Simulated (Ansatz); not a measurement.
```yaml
crystal:
  periodic: [false, false, false]
  atoms:
    - {symbol: C, position_ang: [-1.735566, -0.247879, 1.240992]}
    - {symbol: B, position_ang: [-0.445220, -0.459237, 0.380081]}
    - {symbol: S, position_ang: [0.137098, -2.166328, 0.130216]}
    - {symbol: O, position_ang: [0.185930, 0.622805, -0.144083]}
    - {symbol: Si, position_ang: [1.441730, 1.044896, -1.114010]}
    - {symbol: H, position_ang: [-1.509402, 0.406582, 2.089304]}
    - {symbol: H, position_ang: [-2.493875, 0.272177, 0.646235]}
    - {symbol: H, position_ang: [-2.172794, -1.170189, 1.625144]}
    - {symbol: H, position_ang: [1.224586, -1.901323, -0.613522]}
    - {symbol: H, position_ang: [2.124912, 2.202117, -0.491408]}
    - {symbol: H, position_ang: [2.408543, -0.075924, -1.267426]}
    - {symbol: H, position_ang: [0.911258, 1.417103, -2.447524]}
basis:
  gaussian: {orbitals: pcseg-2}
hamiltonian: {xc: {name: r2SCAN50}, dispersion: d4}
charge: 1
output: {forces: true}
```

```sh
$ ansatz run in.yaml --threads 4 --pin off --events-out ev --progress --plain --max-ram 10444MiB
```

Problem. How does Ansatz answer? (Estimate.)

Solution. Computed: The input was rejected before any iteration.
```
Error: YAML parse error: error: line 19 column 1: unknown field `charge`, expected one of crystal, accuracy, basis, kpoints, hamiltonian, magnetization, projection, total_charge, correlation, batch, efield, external_charges, scf, relax, neb, saddle, md, ramp, phonons, dielectric, real_time, elastic, magnetic_configurations, gw, evaluate, workflow, output, checkpoint, execution
17 |   gaussian: {orbitals: pcseg-2}
18 | hamiltonian: {xc: {name: r2SCAN50}, dispersion: d4}
19 | charge: 1
20 | output: {forces: true}
```
